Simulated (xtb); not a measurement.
C3H13NSi3, singlet, from a rough starting geometry; GFN2-xTB (xtb).

Input for xtb:
```
$ xtb mol.xyz --gfn 2 --opt vtight --json

# file mol.xyz
20

C     -0.68556752     1.80319354     1.70108867
Si    -0.40646581     0.87939919     0.18386401
C     -1.78672674    -0.43707987    -0.16127200
C     -1.24179016    -1.52294886    -1.04439127
Si     0.63323091    -1.70016769    -0.52432050
N      0.96855522    -0.26436132     0.38591373
Si     2.39360098     0.44171115    -0.24649461
H     -0.82945693     1.11350010     2.61482273
H      0.08654503     2.50654594     1.92580355
H     -1.62244263     2.35940109     1.67217277
H     -0.29105995     1.71409223    -0.95842763
H     -2.19407491    -0.79950641     0.80055982
H     -2.70805978     0.13293713    -0.67715266
H     -1.25321831    -1.22915982    -2.11657244
H     -1.76024850    -2.48002857    -0.88381654
H      1.43370035    -1.85572764    -1.72705936
H      0.78046521    -2.77225533     0.39598986
H      2.30353922     0.78492689    -1.66956936
H      3.54241481    -0.44388731     0.03770473
H      2.60230310     1.73690541     0.53248297
```

Problem. What does xtb print? Leave out banner, timings and long lists.

Solution. 
```
   ID    Z sym.   atoms
    1    6 C      1, 3, 4
    2   14 Si     2, 5, 7
    3    7 N      6
    4    1 H      8-20

           -------------------------------------------------
          |                Calculation Setup                |
           -------------------------------------------------

molecular fragmentation (1/2 indicates fragments):
11111111112111112112
# atoms in fragment 1/2:    17     3
 fragment masses (1/2) :      144.37        3.02
CMA distance (Bohr)    :   1.567
constraining FC (au)   :  0.0500

           -------------------------------------------------
          |                 G F N 2 - x T B                 |
           -------------------------------------------------

          ...................................................
          :                      SETUP                      :
          :.................................................:
          :  # basis functions                  59          :
          :  # atomic orbitals                  56          :
          :  # shells                           30          :
          :  # electrons                        42          :
          :  max. iterations                   250          :
          :  Hamiltonian                  GFN2-xTB          :
          :  restarted?                      false          :
          :  GBSA solvation                  false          :
          :  PC potential                    false          :
          :  electronic temp.          300.0000000     K    :
          :  accuracy                    1.0000000          :
          :  -> integral cutoff          0.2500000E+02      :
          :  -> integral neglect         0.1000000E-07      :
          :  -> SCF convergence          0.1000000E-05 Eh   :
          :  -> wf. convergence          0.1000000E-03 e    :
          :  Broyden damping             0.4000000          :
          :  net charge                          0          :
          :  unpaired electrons                  0          :
          ...................................................

 iter      E             dE          RMSdq      gap      omega  full diag
   1    -21.2084352 -0.212084E+02  0.698E+00    5.67       0.0  T
   2    -21.4242372 -0.215802E+00  0.395E+00    4.50       1.0  T
   3    -21.4271527 -0.291553E-02  0.301E+00    4.95       1.0  T
   4    -21.4377416 -0.105889E-01  0.108E+00    4.73       1.0  T
   5    -21.4426157 -0.487413E-02  0.427E-01    4.85       1.0  T
   6    -21.4429681 -0.352335E-03  0.243E-01    4.84       1.0  T
   7    -21.4431484 -0.180268E-03  0.820E-02    4.81       1.0  T
   8    -21.4431608 -0.124688E-04  0.442E-02    4.82       1.0  T
   9    -21.4431614 -0.533462E-06  0.259E-02    4.82       1.0  T
  10    -21.4431623 -0.972318E-06  0.138E-02    4.81       1.6  T
  11    -21.4431631 -0.766661E-06  0.739E-03    4.81       3.0  T
  12    -21.4431635 -0.359444E-06  0.201E-03    4.81      11.1  T
  13    -21.4431635 -0.436333E-08  0.612E-04    4.81      36.6  T
  14    -21.4431635 -0.320870E-09  0.261E-04    4.81      85.6  T

   *** convergence criteria satisfied after 14 iterations ***

         :::::::::::::::::::::::::::::::::::::::::::::::::::::
         ::                     SUMMARY                     ::
         :::::::::::::::::::::::::::::::::::::::::::::::::::::
         :: total energy             -21.185714151332 Eh    ::
         :: gradient norm              0.141076748626 Eh/a0 ::
         :: HOMO-LUMO gap              4.812568533838 eV    ::
         ::.................................................::
         :: SCC energy               -21.443064365030 Eh    ::
         :: -> isotropic ES            0.061616242398 Eh    ::
         :: -> anisotropic ES          0.007883138103 Eh    ::
         :: -> anisotropic XC          0.003146447501 Eh    ::
         :: -> dispersion             -0.018744846793 Eh    ::
         :: repulsion energy           0.257350213698 Eh    ::
         :: add. restraining           0.000000000000 Eh    ::
         :: total charge               0.000000000000 e     ::
         :::::::::::::::::::::::::::::::::::::::::::::::::::::

      -----------------------------------------------------------
     |                   =====================                   |
     |                        A N C O P T                        |
     |                   =====================                   |
     |               Approximate Normal Coordinate               |
     |                Rational Function Optimizer                |
      -----------------------------------------------------------
      -----------------------------------------------------------
     |                   =====================                   |
     |                        A N C O P T                        |
     |                   =====================                   |
     |               Approximate Normal Coordinate               |
     |                Rational Function Optimizer                |
      -----------------------------------------------------------

          ...................................................
          :                      SETUP                      :
          :.................................................:
          :   optimization level         verytight          :
          :   max. optcycles                   400          :
          :   ANC micro-cycles                  20          :
          :   degrees of freedom                54          :
          :.................................................:
          :   RF solver                   davidson          :
          :   write xtbopt.log                true          :
          :   linear?                        false          :
          :   energy convergence         0.1000000E-06 Eh   :
          :   grad. convergence          0.2000000E-03 Eh/α :
          :   maxmium RF displ.          1.0000000          :
[...]
 * total energy  :   -21.2234200 Eh     change       -0.8477421E-06 Eh
 * total energy  :   -21.2234208 Eh     change       -0.8788657E-06 Eh
 * total energy  :   -21.2234217 Eh     change       -0.8988850E-06 Eh
 * total energy  :   -21.2234226 Eh     change       -0.8995893E-06 Eh
 * total energy  :   -21.2234235 Eh     change       -0.8749431E-06 Eh
 * total energy  :   -21.2234243 Eh     change       -0.7889474E-06 Eh
 * total energy  :   -21.2234250 Eh     change       -0.7263202E-06 Eh
 * total energy  :   -21.2234256 Eh     change       -0.6184892E-06 Eh
 * total energy  :   -21.2234262 Eh     change       -0.5615356E-06 Eh
 * total energy  :   -21.2234267 Eh     change       -0.4812793E-06 Eh
 * total energy  :   -21.2234271 Eh     change       -0.4073466E-06 Eh
 * total energy  :   -21.2234271 Eh     change       -0.3104070E-08 Eh
   *** GEOMETRY OPTIMIZATION CONVERGED AFTER 94 ITERATIONS ***
         :: total energy             -21.223427094653 Eh    ::
[...]
         9        2.0000           -0.4673149             -12.7163
        10        2.0000           -0.4649650             -12.6523
        11        2.0000           -0.4635061             -12.6126
        12        2.0000           -0.4383845             -11.9290
        13        2.0000           -0.4344719             -11.8226
        14        2.0000           -0.4314497             -11.7403
        15        2.0000           -0.4258939             -11.5892
        16        2.0000           -0.4209453             -11.4545
        17        2.0000           -0.4125214             -11.2253
        18        2.0000           -0.4056260             -11.0376
        19        2.0000           -0.3929572             -10.6929
        20        2.0000           -0.3754051             -10.2153
        21        2.0000           -0.3656040              -9.9486 (HOMO)
        22                         -0.1911367              -5.2011 (LUMO)
        23                         -0.1691180              -4.6019
        24                         -0.1667081              -4.5364
        25                         -0.1604069              -4.3649
        26                         -0.1478980              -4.0245
        27                         -0.1454951              -3.9591
        28                         -0.1419075              -3.8615
        29                         -0.1294264              -3.5219
        30                         -0.1217161              -3.3121
        31                         -0.0583063              -1.5866
        32                         -0.0504766              -1.3735
       ...                                ...                  ...
        56                          0.8899646              24.2172
      -------------------------------------------------------------
                  HL-Gap            0.1744673 Eh            4.7475 eV
             Fermi-level           -0.2783704 Eh           -7.5748 eV

     #   Z          covCN         q      C6AA      α(0)
     1   6 C        3.651    -0.211    25.063     7.190
     2  14 Si       3.917     0.528    96.040    18.742
     3   6 C        3.732    -0.163    23.764     6.958
     4   6 C        3.735    -0.162    23.739     6.953
     5  14 Si       3.980     0.513    96.384    18.774
     6   7 N        2.458    -0.506    33.596     8.607
     7  14 Si       3.839     0.498    96.830    18.823
     8   1 H        0.925     0.038     2.476     2.461
     9   1 H        0.925     0.024     2.680     2.560
    10   1 H        0.925     0.027     2.636     2.539
    11   1 H        0.915    -0.086     5.104     3.533
    12   1 H        0.924     0.018     2.761     2.599
    13   1 H        0.925     0.010     2.886     2.657
    14   1 H        0.924     0.012     2.866     2.647
    15   1 H        0.925     0.007     2.935     2.679
    16   1 H        0.918    -0.107     5.835     3.778
    17   1 H        0.917    -0.099     5.513     3.672
    18   1 H        0.918    -0.116     6.145     3.877
    19   1 H        0.917    -0.108     5.863     3.787
    20   1 H        0.918    -0.116     6.147     3.878

 Mol. C6AA /au·bohr⁶  :       5685.657714
 Mol. C8AA /au·bohr⁸  :     195602.136692
 Mol. α(0) /au        :        126.715005

Wiberg/Mayer (AO) data.
largest (>0.10) Wiberg bond orders for each atom

 ---------------------------------------------------------------------------
     #   Z sym  total        # sym  WBO       # sym  WBO       # sym  WBO
 ---------------------------------------------------------------------------
     1   6 C    3.979 --    10 H    0.996     9 H    0.995     8 H    0.986
                             2 Si   0.883
     2  14 Si   3.619 --     6 N    0.989     1 C    0.883     3 C    0.874
                            11 H    0.873
     3   6 C    3.980 --     4 C    1.035    13 H    0.988    12 H    0.983
                             2 Si   0.874
     4   6 C    3.979 --     3 C    1.035    15 H    0.990    14 H    0.986
                             5 Si   0.886
     5  14 Si   3.648 --     6 N    1.015     4 C    0.886    17 H    0.881
                            16 H    0.878
     6   7 N    3.309 --     7 Si   1.028     5 Si   1.015     2 Si   0.989
     7  14 Si   3.699 --     6 N    1.028    18 H    0.892    20 H    0.892
                            19 H    0.888
     8   1 H    0.999 --     1 C    0.986
     9   1 H    0.999 --     1 C    0.995
    10   1 H    0.999 --     1 C    0.996
    11   1 H    0.993 --     2 Si   0.873
    12   1 H    1.000 --     3 C    0.983
    13   1 H    0.999 --     3 C    0.988
    14   1 H    1.000 --     4 C    0.986
    15   1 H    0.999 --     4 C    0.990
    16   1 H    0.988 --     5 Si   0.878
    17   1 H    0.990 --     5 Si   0.881
    18   1 H    0.986 --     7 Si   0.892
    19   1 H    0.988 --     7 Si   0.888
    20   1 H    0.987 --     7 Si   0.892
 ---------------------------------------------------------------------------

Topologies differ in total number of bonds
Writing topology from bond orders to xtbtopo.mol

molecular dipole:
                 x           y           z       tot (Debye)
 q only:        0.201       0.079       0.014
   full:       -0.175      -0.006       0.194       0.664
molecular quadrupole (traceless):
                xx          xy          yy          xz          yz          zz
 q only:       -0.487      -1.632       1.203      -0.353      -0.219      -0.716
  q+dip:       -2.502      -1.261       0.202      -0.010      -1.630       2.300
   full:       -0.257      -0.206       0.459      -0.028       0.739      -0.202

optimized geometry written to: xtbopt.xyz

           -------------------------------------------------
          | TOTAL ENERGY              -21.223427094653 Eh   |
          | GRADIENT NORM               0.000044053010 Eh/α |
          | HOMO-LUMO GAP               4.747496342437 eV   |
           -------------------------------------------------
```
